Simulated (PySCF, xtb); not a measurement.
MgFCl, SMILES [Mg]([F])[Cl].

GFN2-xTB (xtb) at its own geometry gives an orbital gap of 2.59 eV and a dipole moment of 2.53 D.

Coordinates come from a B3LYP-D3(BJ)/def2-TZVP optimisation.

### Question
What does PySCF with PBE/def2-TZVPD give? (Estimate from the structure and the level; the computed values follow.)

### Answer
gap 5.13 eV (levels -7.68 and -2.55 eV), dipole 0.07 D.
